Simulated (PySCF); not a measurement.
This PySCF input asks for the NMR shieldings of `InChI=1S/C5H16N2Si2/c1-7(2)9-5-3-4-8(9)6/h8-9H,3-6H2,1-2H3/t8-,9+/m1/s1`; the geometry comes from PBE0-D3(BJ)/def2-SVP.

```python
import basis_set_exchange as bse
import numpy as np
from pyscf import gto, dft
from pyscf.prop import nmr

atoms = """
C     2.390266   -0.479076   -1.428804
N     1.578546   -0.052742   -0.316806
C     2.258776    0.834076    0.591685
Si    0.268952   -1.075393    0.235168
C    -0.942985   -1.473533   -1.177780
C    -2.367440   -1.484715   -0.596813
C    -2.686639   -0.194115    0.169732
Si   -1.338008    0.117307    1.475606
N    -1.093618    1.817275    1.773722
H     2.758722    0.390693   -2.004960
H     1.805733   -1.105388   -2.120561
H     3.280912   -1.066201   -1.119714
H     2.650964    1.717933    0.053466
H     3.121755    0.363092    1.108636
H     1.562060    1.199639    1.361620
H     0.750485   -2.370776    0.842848
H    -0.853127   -0.664242   -1.924940
H    -0.716752   -2.418343   -1.696434
H    -3.107446   -1.652023   -1.398323
H    -2.474122   -2.348986    0.085236
H    -2.671789    0.667750   -0.522955
H    -3.694625   -0.217722    0.613819
H    -1.691320   -0.486084    2.799044
H    -0.762401    2.115427    2.683843
H    -0.686546    2.392505    1.044149
"""
names = dict.fromkeys(["C", "N", "Si", "H"], "pcSseg-1")
basis = {el: gto.basis.parse(bse.get_basis(n, elements=[el], fmt="nwchem")) for el, n in names.items()}
mol = gto.M(atom=atoms, basis=basis, charge=0, verbose=0)
mf = dft.RKS(mol, xc="PBE0")
mf.grids.level = 2
mf.grids.alignment = dft.numint.BLKSIZE   # the property module wants whole blocks of grid points
mf.conv_tol = 1e-9
mf.kernel()

calc = nmr.RKS(mf)   # GIAO
C = mf.mo_coeff
Co = C[:, mf.mo_occ > 0]
resp = mf.gen_response(singlet=True, hermi=2)
def vind(x):   # induced exchange potential for any number of trial vectors
    d = np.einsum("pi,xij,qj->xpq", C, 2 * x.reshape(-1, C.shape[1], Co.shape[1]), Co, optimize=True)
    return np.einsum("xpq,pi,qj->xij", resp(d - d.transpose(0, 2, 1)), C, Co, optimize=True).ravel()
mo1, _ = nmr.rhf.solve_mo1(calc, with_cphf=vind)
sigma = calc.kernel(mo1)
for i, s in enumerate(sigma):   # ppm
    print("%2d %-2s %9.2f" % (i, mol.atom_pure_symbol(i), np.trace(s) / 3))
```

Problem. What are the results?

Solution. 
```
 0 C     143.16
 1 N     249.12
 2 C     143.26
 3 Si    374.84
 4 C     166.63
 5 C     164.50
 6 C     165.86
 7 Si    370.28
 8 N     258.88
 9 H      28.98
10 H      28.70
11 H      28.97
12 H      29.07
13 H      28.95
14 H      28.20
15 H      26.67
16 H      30.80
17 H      29.80
18 H      29.21
19 H      30.56
20 H      30.79
21 H      29.78
22 H      26.53
23 H      31.35
24 H      31.63
```

These numbers come from an equivalent density-fitted implementation of the same equations, which agrees with the script to about 0.01 ppm for H and up to a few tenths of a ppm for heavy atoms, so last digits may differ.

Problem. Turn these shieldings into chemical shifts. References, each an isolated molecule treated in the same way: ¹³C (σ = 184.41 ppm), ²⁹Si (σ = 351.99 ppm), ¹H (σ = 31.27 ppm) vs TMS; NH3 for ¹⁵N (σ = 265.67 ppm).

Solution. Averaging equivalent atoms: C 0/2: 41.2; C 5: 19.9; C 6: 18.5; C 4: 17.8; N 1: 16.6; N 8: 6.8; Si 7: -18.3; Si 3: -22.8; H 22: 4.73; H 15: 4.60; H 9/10/11/12/13/14: 2.45; H 18: 2.06; H 21: 1.49; H 17: 1.46; H 19: 0.71; H 20: 0.48; H 16: 0.46; H 23/24: -0.23 ppm. Experimental scales use liquid or dissolved standards, which lie at an offset from isolated NH3 (liquid NH3: subtract about 20 ppm).

Size and cost of the density-fitted run: 247 basis functions, 80 s wall time on 1 thread of an Arm Neoverse V1, shared host; peak memory 1.2 GiB.
